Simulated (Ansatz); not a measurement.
Ansatz (a quantum-chemistry and plane-wave program) input:

Ansatz 0.2 input:
```yaml
crystal:
  periodic: [false, false, false]
  atoms:
    - {symbol: B, position_ang: [0.02508854, 0.00489190, -0.00215624]}
    - {symbol: F, position_ang: [0.55826186, 1.13489318, 0.45287685]}
    - {symbol: F, position_ang: [0.85865548, -0.85861496, -0.57465416]}
    - {symbol: C, position_ang: [-1.46932943, -0.28649781, 0.12628188]}
    - {symbol: H, position_ang: [-2.15270730, 0.41262202, 0.59133182]}
    - {symbol: H, position_ang: [-1.90901492, -1.20459862, -0.24224610]}
basis:
  gaussian:
    orbitals: 6-31G
magnetization: {spin_polarized: true, initial_magnetization: 1}
correlation: {method: ccsd_t, electrons: outside_noble_gas}
```

### Question
What final total energy does it print?

### Answer
-262.99406 Eh (CCSD(T)/6-31G). The basis has 40 functions.

It need not be the lowest isomer of its formula.
